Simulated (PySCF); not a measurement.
Compound: C6H3N2 (doublet state).
Structure used (GFN2-xTB), in Å, numbered top down from 1:
```
atom  x, y, z in Å
C1     1.7313   -0.0954    0.9589
C2     0.5265   -0.1560    0.4011
C3    -0.3548   -0.7107   -0.5041
C4    -0.6782   -1.5744   -1.4905
N5    -0.9593   -2.3248   -2.3271
C6    -0.8620    0.4134    0.3585
C7    -1.0748    1.6893   -0.2399
N8    -1.2278    2.7169   -0.7182
H9     1.9558    0.6272    1.7246
H10    2.5150   -0.7683    0.6545
H11   -1.5664    0.1854    1.1561
```

As a line formula: `C=C1[C](C#N)[C@@H]1C#N` [radical].

Theory: UKS B3LYP, pcH-1 on C H N, non-relativistic, mean-field spin-orbit, GIAO in PySCF. Geometry: GFN2-xTB; no solvent, vibrations or thermal averaging. Couplings are sensitive to structure, and on GFN2-xTB geometries they can be far from those on DFT ones. Stability of the SCF solution: not tested. ⟨S²⟩ is 0.781 where a pure state has 0.75.

**Question.** Give the principal g shifts and their parts.

**Answer.** 
```tsv
Δg (ppm)	1	2	3
relativistic mass correction	-166	-166	-166
gauge correction	-4	39	28
orbital Zeeman/spin–orbit	77	934	1339
total	-93	806	1201
```

So g = 2.00223, 2.00313, 2.00352 and g_iso = 2.00296; the tensor is rhombic: the two nearest values differ by 30 % of g3 − g1. Axes: g2 points within 15° of the C1–H9 bond.

**Question.** What are the electron Larmor frequencies g μB B/h along the three axes at 330 mT?

**Answer.** 9.2478, 9.2520, 9.2538 GHz for g1, g2 and g3, a range of 6.0 MHz.

**Question.** At 33.906 GHz, how far is the centre of the isotropic spectrum from where a free electron (g = 2.002319) resonates?

**Answer.** B = hν/(g μB) with μB/h = 13.99624 MHz/mT gives 1209.85 mT for the free electron and 1209.47 mT at g_iso, 0.39 mT lower.

**Question.** What effective moment and Curie constant follow for a powder?

**Answer.** With the mean of g² = 4.0118 and S(S+1) = 0.75: μ_eff = √(⟨g²⟩S(S+1)) = 1.735 μB and χT = 0.12505·⟨g²⟩·S(S+1) = 0.376 cm³ K/mol (cgs; spin-Hamiltonian part alone).

**Question.** In a frozen sample, at which fields do the three g values resonate at 9.5, 34, 94 and 263 GHz (hyperfine left aside), and which band first spreads them over more than twice a line width of 1.0 mT?

**Answer.** 
```
band    GHz  B(g3) mT  B(g2) mT  B(g1) mT  spread mT
   X    9.5    338.78    338.85    339.00       0.22
   Q   34.0   1212.48   1212.72   1213.26       0.78
   W   94.0   3352.14   3352.80   3354.31       2.17
   J  263.0   9378.87   9380.72   9384.93       6.06
```

The spread grows in proportion to the frequency. W band is the first where it exceeds 2.0 mT.

Largest spin populations (Mulliken): C3 (+0.61), C1 (+0.51), N5 (+0.32) and C2 (-0.21). Three atoms exceed +0.15. The positive populations add up to 1.46 and the negative ones to -0.46, together 2S = 1. The angles at C3 add up to 360.0°, so it is planar.

The HOMO–LUMO gaps are 5.86 eV among the α and 4.49 eV among the β orbitals.
